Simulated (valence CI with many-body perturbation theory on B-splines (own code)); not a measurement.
## E1 line list for Yb XXXIX

Computed by relativistic CI+MBPT: four valence electrons over a frozen Dirac-Fock core [Ar] 3d10, radial functions for each j: 11 s, 11 p, 10 d, 8 f, 5 g, 2 h, with the one-electron correlation potential Σ1 (screened to all orders), the two-electron term Σ2, the three-electron term Σ3, Breit, model QED; selected single and double excitations, second order for the rest, scaled by the run's own slope (own B-spline code, finite nucleus).

The last digits are not significant, and no measured levels were compared; by estimate large intervals hold to a few tenths of a per cent, small ones and those within an open d or f shell to about a per cent. Among the levels kept, up to 410 cm⁻¹ of a level comes from second order outside the variational space, and about a tenth of that is noise between levels of different J, which matters for small intervals.

Lines 101 to 150 of 565 in falling wavelength, among levels below 4495.6 × 10³ cm⁻¹, chosen from the strongest by gf and those to the six lowest levels. Wavelengths and rates use the calculated energies. Electric multipoles are in the length gauge, E1 and E2 with the static RPA response of the core. Weak lines are less certain than strong ones. Lines between different terms over intervals too small for the method are left out, as are lines whose strength nearly cancels. Where a level lies close to another of its J and parity, the split of strength between their lines is uncertain. The highest levels of a list are the least certain.

Levels are named by their leading jj configuration (3d3/2^4 stands for four electrons in 3d with j = 3/2), which in mixed levels can hold well under half, so a name can repeat and another be missing. Letters in brackets count levels of one name in rising energy.

| λ vac (Å) | Upper | Lower | A (s⁻¹) | S (a.u.) |
| --- | --- | --- | --- | --- |
| 77.52 | (4s 4p1/2 4p3/2 4f7/2) J=3 [c] | (4s^2 4p1/2 4f5/2) J=3 | 5.14e+10 | 8.27e-02 |
| 77.40 | (4s 4p1/2^2 4f7/2) J=3 | (4s 4p1/2^2 4d5/2) J=2 | 8.85e+10 | 1.42e-01 |
| 77.39 | (4p1/2 4p3/2^2 4d5/2) J=4 [b] | (4s 4p1/2 4p3/2 4d5/2) J=3 [a] | 2.47e+10 | 5.09e-02 |
| 77.38 | (4s 4p1/2 4p3/2 4f7/2) J=3 [b] | (4s 4p1/2 4p3/2 4d5/2) J=3 [a] | 5.06e+10 | 8.10e-02 |
| 77.28 | (4s^2 4p3/2 4f5/2) J=2 | (4s^2 4p3/2 4d3/2) J=1 | 5.63e+10 | 6.41e-02 |
| 77.26 | (4s 4p1/2 4p3/2 4d5/2) J=2 [c] | (4s 4p1/2 4p3/2^2) J=2 [b] | 4.64e+10 | 5.29e-02 |
| 77.25 | (4s 4p1/2 4d3/2 4d5/2) J=3 [b] | (4s 4p1/2 4p3/2 4d3/2) J=4 | 7.53e+10 | 1.20e-01 |
| 77.18 | (4s^2 4p3/2 4d5/2) J=1 | (4s^2 4p3/2^2) J=0 | 5.61e+10 | 3.82e-02 |
| 77.15 | (4p1/2^2 4p3/2 4d5/2) J=1 | (4p1/2^2 4p3/2^2) J=2 | 1.07e+11 | 7.30e-02 |
| 77.13 | (4s 4p1/2^2 4d5/2) J=3 | (4s 4p1/2^2 4p3/2) J=2 | 1.62e+11 | 2.57e-01 |
| 77.10 | (4s 4p1/2 4d3/2 4d5/2) J=2 [a] | (4s 4p1/2 4p3/2 4d3/2) J=1 [a] | 9.45e+10 | 1.07e-01 |
| 77.00 | (4s 4p1/2 4d3/2 4d5/2) J=4 [d] | (4s 4p1/2 4p3/2 4d3/2) J=3 [b] | 4.65e+10 | 9.44e-02 |
| 76.99 | (4p1/2 4p3/2^2 4d5/2) J=4 [a] | (4s 4p1/2 4p3/2 4d5/2) J=5 | 6.67e+10 | 1.35e-01 |
| 76.95 | (4s 4p1/2 4p3/2 4f7/2) J=2 [c] | (4s 4p1/2 4p3/2 4d5/2) J=1 [b] | 1.35e+11 | 1.51e-01 |
| 76.93 | (4p1/2 4p3/2^2 4d3/2) J=2 [b] | (4s 4p1/2 4p3/2 4d3/2) J=1 [c] | 3.85e+10 | 4.32e-02 |
| 76.92 | (4s 4p1/2 4p3/2 4f5/2) J=2 [a] | (4s 4p1/2 4p3/2 4d3/2) J=1 [b] | 3.54e+10 | 3.98e-02 |
| 76.85 | (4s^2 4d3/2 4d5/2) J=3 | (4s^2 4p3/2 4d3/2) J=3 | 1.58e+11 | 2.48e-01 |
| 76.84 | (4p1/2 4p3/2^2 4d5/2) J=5 | (4s 4p1/2 4p3/2 4d5/2) J=4 [b] | 1.17e+11 | 2.88e-01 |
| 76.81 | (4s 4p1/2 4p3/2 4d5/2) J=1 [b] | (4s^2 4p1/2 4d5/2) J=2 | 6.43e+10 | 4.32e-02 |
| 76.81 | (4s 4p1/2 4p3/2 4f5/2) J=3 [c] | (4s^2 4p1/2 4f5/2) J=2 | 8.01e+10 | 1.25e-01 |
| 76.70 | (4s 4p1/2 4d5/2^2) J=3 | (4s 4p1/2 4p3/2 4d5/2) J=2 [b] | 5.81e+10 | 9.06e-02 |
| 76.62 | (4s 4p1/2 4d5/2^2) J=3 | (4s 4p1/2 4p3/2 4d5/2) J=3 [b] | 8.58e+10 | 1.33e-01 |
| 76.52 | (4s 4p1/2 4p3/2 4f7/2) J=2 [b] | (4s 4p1/2 4p3/2 4d5/2) J=2 [b] | 1.91e+11 | 2.11e-01 |
| 76.44 | (4s 4p1/2 4p3/2 4f7/2) J=2 [b] | (4s 4p1/2 4p3/2 4d5/2) J=3 [b] | 5.55e+10 | 6.12e-02 |
| 76.38 | (4s 4p1/2 4d5/2^2) J=3 | (4s 4p1/2 4p3/2 4d5/2) J=4 [b] | 1.12e+11 | 1.72e-01 |
| 76.37 | (4s 4p3/2^2 4d3/2) J=2 [b] | (4s^2 4p3/2 4d3/2) J=3 | 4.44e+10 | 4.88e-02 |
| 76.37 | (4s 4p1/2 4d5/2^2) J=2 | (4s 4p1/2 4p3/2 4d5/2) J=3 [a] | 7.78e+10 | 8.55e-02 |
| 76.35 | (4s 4p1/2 4p3/2 4d5/2) J=2 [a] | (4s 4p1/2 4p3/2^2) J=2 [a] | 1.54e+11 | 1.70e-01 |
| 76.31 | (4s 4p1/2 4p3/2 4d3/2) J=2 [b] | (4s^2 4p1/2 4d3/2) J=2 | 1.72e+11 | 1.89e-01 |
| 76.24 | (4s 4p1/2 4d5/2^2) J=5 | (4s 4p1/2 4p3/2 4d5/2) J=5 | 1.26e+11 | 3.04e-01 |
| 76.22 | (4s 4p1/2 4d3/2 4d5/2) J=2 [c] | (4s 4p1/2 4p3/2 4d3/2) J=2 [b] | 1.07e+11 | 1.17e-01 |
| 76.18 | (4s 4p1/2 4d3/2 4d5/2) J=2 [d] | (4s 4p1/2 4p3/2 4d3/2) J=1 [b] | 6.87e+10 | 7.49e-02 |
| 76.16 | (4s 4p3/2^2 4d3/2) J=1 [c] | (4s^2 4p3/2 4d3/2) J=0 | 1.14e+11 | 7.47e-02 |
| 76.16 | (4s 4p1/2^2 4f7/2) J=3 | (4s 4p1/2^2 4d5/2) J=3 | 5.45e+10 | 8.31e-02 |
| 76.14 | (4s 4p1/2 4d3/2 4d5/2) J=4 [d] | (4s 4p1/2 4p3/2 4d5/2) J=4 [a] | 2.53e+10 | 4.96e-02 |
| 76.13 | (4p1/2 4p3/2^2 4d5/2) J=2 | (4s 4p1/2 4p3/2 4d5/2) J=3 [c] | 7.14e+10 | 7.77e-02 |
| 76.12 | (4s 4p1/2 4p3/2 4f7/2) J=2 [a] | (4s 4p1/2 4p3/2 4d5/2) J=2 [a] | 2.12e+11 | 2.31e-01 |
| 76.12 | (4s 4p1/2 4p3/2 4d5/2) J=1 [c] | (4s 4p1/2 4p3/2^2) J=1 [a] | 2.92e+11 | 1.90e-01 |
| 76.07 | (4s 4p1/2 4p3/2 4d5/2) J=4 [b] | (4s 4p1/2 4p3/2^2) J=3 | 1.36e+11 | 2.66e-01 |
| 76.05 | (4s 4p1/2 4d5/2^2) J=4 | (4s 4p1/2 4p3/2 4d5/2) J=4 [a] | 9.10e+10 | 1.78e-01 |
| 76.03 | (4s 4p1/2 4p3/2 4d3/2) J=3 [b] | (4s^2 4p1/2 4d3/2) J=2 | 3.77e+10 | 5.73e-02 |
| 75.99 | (4p1/2 4p3/2^2 4d3/2) J=1 [a] | (4s 4p1/2 4p3/2 4d3/2) J=1 [c] | 1.86e+11 | 1.21e-01 |
| 75.98 | (4s 4p1/2 4d3/2 4d5/2) J=2 [d] | (4s 4p1/2 4p3/2 4d3/2) J=2 [c] | 6.77e+10 | 7.33e-02 |
| 75.95 | (4s 4p1/2 4d3/2 4d5/2) J=3 [d] | (4s 4p1/2 4p3/2 4d3/2) J=3 [c] | 5.40e+10 | 8.17e-02 |
| 75.95 | (4s 4p1/2 4p3/2 4f7/2) J=4 [b] | (4s^2 4p1/2 4f5/2) J=3 | 4.66e+10 | 9.07e-02 |
| 75.92 | (4s 4p1/2 4d3/2 4d5/2) J=3 [c] | (4s 4p1/2 4p3/2 4d3/2) J=3 [b] | 5.03e+10 | 7.60e-02 |
| 75.92 | (4p1/2^2 4p3/2 4d5/2) J=3 | (4p1/2^2 4p3/2^2) J=2 | 4.00e+11 | 6.04e-01 |
| 75.91 | (4s 4p1/2 4p3/2 4f7/2) J=4 [a] | (4s 4p1/2 4p3/2 4d5/2) J=3 [b] | 8.89e+10 | 1.73e-01 |
| 75.90 | (4p1/2 4p3/2^2 4d3/2) J=2 [a] | (4s 4p1/2 4p3/2 4d3/2) J=3 [b] | 3.82e+10 | 4.12e-02 |
| 75.90 | (4s 4p1/2^2 4d5/2) J=2 | (4s 4p1/2^2 4p3/2) J=2 | 1.10e+11 | 1.19e-01 |
